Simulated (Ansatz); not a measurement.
Stretching the Si1–H2 bond in H2OSi (SMILES O[SiH]) (multiplicity 1 held, fragments rigid). Energies count from the point at 1.545 Å.
Geometry at that point (charge 0, multiplicity 1):
```xyz
4

Si    -0.378    -0.335     0.394
H     -1.537    -0.168    -0.614
O      0.783     0.496    -0.450
H      0.564     0.885    -1.304
```

Active spaces are followed from a long bond inwards. Levels need not reach the same state.

Frozen-core correlation.

Programs: Ansatz (a program for electronic structure) with Gaussian orbitals. Values without a source in brackets are computed.

Q: Give the energy at R = 4.946 Å at the level FIC-MRCISD+Q on CASSCF(2,2)/cc-pV(D+d)Z.

A: 74.1 kcal/mol

Q: What energy at R = 4.946 Å does CASSCF(2,2)/cc-pV(D+d)Z give?

A: 68.8 kcal/mol
